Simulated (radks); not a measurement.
Results of a calculation; reference values are marked as such.
Species: Se II. Configuration: [Ar] 3d10 4s2 4p2 5d1 (not the ground configuration).

Level of theory: Dirac Kohn-Sham, PBE, spin-unpolarised, spherical densities, point nucleus; open shells are shared between the two j in proportion to 2j + 1 (a radial shooting solver on a logarithmic mesh with Libxc functionals).

Energy parts (hartree):
part                       energy
total                 -2429.12083
kinetic                2487.42101
electron-nucleus      -5843.55264
Hartree                1014.35116
exchange-correlation    -87.34037

Orbitals (lengths in bohr, moments of r in powers of bohr; <r^-3> diverges for s and p1/2):
| orbital | occ. | eigenvalue (hartree) | <1/r> | <r^-3> |
|---|---|---|---|---|
| 1s1/2 | 2 | -460.1100 | 34.56 | - |
| 2s1/2 | 2 | -59.73369 | 7.685 | - |
| 2p1/2 | 2 | -53.65866 | 7.650 | - |
| 2p3/2 | 4 | -52.12381 | 7.414 | 1177 |
| 3s1/2 | 2 | -8.53587 | 2.499 | - |
| 3p1/2 | 2 | -6.45804 | 2.379 | - |
| 3p3/2 | 4 | -6.24210 | 2.322 | 167.1 |
| 3d3/2 | 4 | -2.66158 | 2.044 | 20.45 |
| 3d5/2 | 6 | -2.62861 | 2.029 | 19.81 |
| 4s1/2 | 2 | -1.24282 | 0.7807 | - |
| 4p1/2 | 0.666667 | -0.81030 | 0.6614 | - |
| 4p3/2 | 1.33333 | -0.79158 | 0.6497 | 14.59 |
| 5d3/2 | 0.4 | -0.11835 | 0.1556 | 0.1561 |
| 5d5/2 | 0.6 | -0.11811 | 0.1555 | 0.1536 |

The highest occupied level is 5d5/2 at -3.214 eV. The density falls to 0.001 e/bohr^3 at r = 3.61 bohr. Summed over all electrons, <r^2> = 105.3 bohr^2, which gives a Langevin (diamagnetic) susceptibility term of -83.4 x 10^-6 cm^3/mol.

Run on one thread of a shared host, so times are rough (Arm Neoverse V2): 0.13 s of CPU time, 0.13 s wall, 16 iterations on 2602 mesh points.
